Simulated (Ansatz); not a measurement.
Ansatz (a first-principles code) input (CCSD(T)/def2-SVPD):

Ansatz 0.2 input:
```yaml
crystal:
  periodic: [false, false, false]
  atoms:
    - {symbol: V, position_ang: [0.00000000, 0.00000000, 0.00000000]}
    - {symbol: F, position_ang: [0.00000000, 0.00000000, 1.77951593]}
    - {symbol: F, position_ang: [-0.00000000, -0.00000000, -1.77951593]}
basis:
  gaussian:
    orbitals: def2-SVPD
magnetization: {spin_polarized: true, initial_magnetization: 3}
correlation: {method: ccsd_t, electrons: outside_noble_gas}
output: {forces: true}
```

Output:

```
Functional definition: HF
integrals: 0.11 GiB planned
809 factors; integrals over basis functions are off by at most 1.0e-3 eV
mean field: 0.31 GiB planned
mean field evaluation 1: about -31059.1454 eV, gradient 3.5e1 eV
mean field evaluation 2: about -31059.2203 eV, gradient 3.5e1 eV
mean field evaluation 4: about -31064.9876 eV, gradient 4.4e0 eV
mean field evaluation 8: about -31065.5134 eV, gradient 3.4e-1 eV
mean field evaluation 16: about -31065.5098 eV, gradient 6.6e-1 eV
mean field evaluation 32: about -31063.7950 eV, gradient 1.0e1 eV
mean field evaluation 64: about -31065.5157 eV, gradient 6.2e-3 eV
mean field evaluation 96: about -31064.8059 eV, gradient 6.6e-5 eV
mean field evaluation 128: about -31061.6462 eV, gradient 1.8e1 eV
mean field evaluation 160: about -31065.4914 eV, gradient 2.1e0 eV
mean field evaluation 192: about -31065.5079 eV, gradient 1.3e-1 eV
mean field evaluation 224: about -31058.2880 eV, gradient 3.6e1 eV
mean field evaluation 256: about -31065.5157 eV, gradient 3.2e-6 eV
mean field evaluation 288: about -31065.4072 eV, gradient 6.6e-4 eV
mean field evaluation 320: about -31064.8054 eV, gradient 4.1e-2 eV
mean field evaluation 352: about -31058.2877 eV, gradient 3.6e1 eV
mean field evaluation 384: about -31065.3694 eV, gradient 4.6e-1 eV
mean field evaluation 416: about -31064.8058 eV, gradient 3.6e-2 eV
mean field evaluation 448: about -31064.2546 eV, gradient 4.1e0 eV
mean field evaluation 480: about -31062.7285 eV, gradient 4.7e-1 eV
mean field evaluation 512: about -31065.4072 eV, gradient 5.9e-3 eV
mean field evaluation 544: about -31062.7326 eV, gradient 8.7e-2 eV
mean field evaluation 576: about -31064.6149 eV, gradient 6.4e-3 eV
mean field evaluation 608: about -31064.6023 eV, gradient 7.0e-1 eV
mean field evaluation 640: about -31064.7296 eV, gradient 4.1e0 eV
mean field evaluation 672: about -31064.3067 eV, gradient 3.3e-1 eV
mean field evaluation 704: about -31064.5184 eV, gradient 4.1e0 eV
mean field evaluation 736: about -31056.1361 eV, gradient 3.0e0 eV
mean field evaluation 768: about -31064.5970 eV, gradient 8.8e0 eV
mean field evaluation 800: about -31063.1048 eV, gradient 1.4e1 eV
mean field evaluation 832: about -31065.5157 eV, gradient 2.1e-6 eV
mean field -31065.51572824 eV, -1141.6366460498 hartree, gradient 3.2e-6 eV, S^2 3.760938; 20 other end points of the search recorded, 0 dependent functions left out
determinant -31065.51572824 eV, -1141.6366460498 hartree, with singles and doubles -31078.50249335 eV, -1142.1139008651 hartree
determinant -31065.51565498 eV, -1141.6366433577 hartree, with singles and doubles -31078.50575595 eV, -1142.1140207633 hartree
determinant -31065.40720366 eV, -1141.6326578454 hartree, with singles and doubles -31078.16028839 eV, -1142.1013250647 hartree
determinant -31064.80587941 eV, -1141.6105595866 hartree, with singles and doubles -31077.39093218 eV, -1142.0730517453 hartree
determinant -31064.61493540 eV, -1141.6035425237 hartree, with singles and doubles -31077.59904613 eV, -1142.0806997922 hartree
determinant -31064.30676727 eV, -1141.5922175538 hartree, with singles and doubles -31077.34422755 eV, -1142.0713353821 hartree
determinant -31062.73272794 eV, -1141.5343726752 hartree, with singles and doubles -31075.66011917 eV, -1142.0094455404 hartree
determinant -31065.51572824 eV, -1141.6366460498 hartree, with singles and doubles -31078.57831979 eV, -1142.1166874351 hartree
determinant -31065.51565498 eV, -1141.6366433577 hartree, with singles and doubles -31078.57972410 eV, -1142.1167390426 hartree
determinant -31065.40720366 eV, -1141.6326578454 hartree, with singles and doubles -31078.17828037 eV, -1142.1019862579 hartree
11 core orbitals not correlated
reference -31065.51565498 eV, -1141.6366433577 hartree; 11, 8 occupied and 58, 61 virtual orbitals, 809 factors
densities: 0.54 GiB planned
second order -12.80413335 eV of doubles, -0.00000000 eV of singles
coupled cluster: 0.41 GiB planned
cycle   1  -13.06406677 eV  change    2.3e-6 eV  update   1.9e-6
perturbative correction -0.36474392 eV, -0.0134040918 hartree
the calculation of the forces begins
Total energy: -31078.94446566 eV, -1142.1301430480 hartree
Atom 0 at     0.000000     0.000000     0.000000 Å, force    -0.000000    -0.000000     0.000000 eV/Å
Atom 1 at     0.000000     0.000000     1.779516 Å, force    -0.000000    -0.000000     1.049136 eV/Å
Atom 2 at    -0.000000    -0.000000    -1.779516 Å, force     0.000000     0.000000    -1.049136 eV/Å
Dipole moment:     0.000000    -0.000000     0.000000 e Å
```

The spin state was set by rule; other spins were not relaxed.
